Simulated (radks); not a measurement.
The mean radii <r> (bohr) of the occupied orbitals of an atom or ion are listed with their occupations. Calculated with a radial shooting solver on a logarithmic mesh with Libxc functionals: scalar-relativistic Kohn-Sham, BLYP, spin-unpolarised, spherical densities, point nucleus.

| orbital | occ. | <r> |
|---|---|---|
| 1s | 2 | 0.07684 |
| 2s | 2 | 0.3645 |
| 2p | 6 | 0.3278 |
| 3s | 2 | 1.151 |
| 3p | 6 | 1.259 |

Name the element and its charge.

Answer. Z = 20, calcium, charge +2: Ca2+ in [Ar]. The 1s radius gives Z: for a bare nucleus <r> = (2 gamma + 1)/(2Z) with gamma = sqrt(1 - (Z/c)^2), 0.07446 bohr for Z = 20, and screening makes it slightly larger (0.07684 here). The occupations add up to 18, and the charge is Z minus that.
